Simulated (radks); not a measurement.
Values are calculated unless marked as measured or tabulated.
Question: The sulfur anion S-, [Ne] 3s2 3p5, held by a Watson sphere: a shell of charge +1 at radius R that stands for the Madelung well of a crystal (potential energy -1/R inside, -1/r outside, in hartree with lengths in bohr). Level of theory: scalar-relativistic Kohn-Sham, LDA (Slater exchange, Perdew-Wang correlation), spin-unpolarised, spherical densities, finite nucleus; Fermi nuclear charge, rms radius of each element as measured or else 0.836 A^(1/3) + 0.57 fm (a radial shooting solver on a logarithmic mesh with Libxc functionals). Response by self-consistent Sternheimer equations with the Hartree and adiabatic LDA kernel, the relativistic mass of each level held fixed and spin-orbit coupling left out. The sphere does not respond.

| R (bohr) | e(2p) (eV) | e(3s) (eV) | e(3p) (eV) | <r> 3p (bohr) | sum of <r^2> (bohr^2) | X-ray form factor at sin(theta)/lambda = 0.1 1/angstrom | alpha (bohr^3) |
|---|---|---|---|---|---|---|---|
| 1.88 | -155.02 | -18.109 | -7.967 | 2.050 | 33.93 | 14.890 | 21.82 |
| 2.36 | -154.76 | -17.285 | -7.411 | 2.123 | 36.12 | 14.786 | 25.64 |
| 2.73 | -154.55 | -16.696 | -6.936 | 2.172 | 37.63 | 14.720 | 29.12 |
| 2.9 | -154.44 | -16.444 | -6.717 | 2.192 | 38.26 | 14.694 | 30.83 |
| 3.7 | -153.80 | -15.400 | -5.742 | 2.264 | 40.69 | 14.605 | 39.33 |
| 4.18 | -153.39 | -14.877 | -5.226 | 2.293 | 41.79 | 14.571 | 44.49 |
| 4.6 | -153.05 | -14.473 | -4.822 | 2.313 | 42.56 | 14.550 | 48.88 |

Estimate the row for R = 3.43 bohr.

Answer: e(2p) (eV) -154.03; e(3s) (eV) -15.726; e(3p) (eV) -6.056; <r> 3p (bohr) 2.243; sum of <r^2> (bohr^2) 39.96; X-ray form factor at sin(theta)/lambda = 0.1 1/angstrom 14.630; alpha (bohr^3) 36.41.
